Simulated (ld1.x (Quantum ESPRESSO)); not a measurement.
**PBEsol RRKJ dataset for Se (Z = 34), scalar-relativistic all-electron reference.**

ld1.x (Quantum ESPRESSO) 7.5 input, shortened:

```
&input
   title='Se', zed=34., rel=1, dft='PBESOL', iswitch=3,
   config='[Ar] 3d10 4s2 4p4'
 /
 &inputp
   pseudotype=2, tm=.false., lloc=0,
   nlcc=.true., rcore=0.70
 /
2
4P  2  1   4.00   0.00  1.85  1.85  0.0
4S  1  0   2.00   0.00  1.35  1.35  0.0
 &test
   configts(1)='4s2 4p4'
 /
```

Q: Estimate the cutoffs (Ry, on a coarse ladder) from which the occupation-weighted sum of valence levels, in a spherical-Bessel basis at the reference potential, stays within 10 and 1 mRy of its value at 400 Ry.

A: 40 Ry and 80 Ry.

Q: What does a ghost test show?

A: No extra level below or beside the all-electron valence levels (p, s, d, f tested).

Q: Which valence shell sets the plane-wave cutoff?

A: 4s: its level needs 50 Ry to come within 1 mRy, against 35 Ry for 4p.

Q: Tests: 4s2 4p3; 4s2 4p2; 4s2 4p1; 4s2 4p4.3; 4s1 4p5; 4s1 4p4; 4s2 4p0. Which has the largest error in its energy relative to the reference configuration, and how large is it?

A: 4s2 4p0, with -70 meV (all-electron minus pseudo) on +104.33 eV.
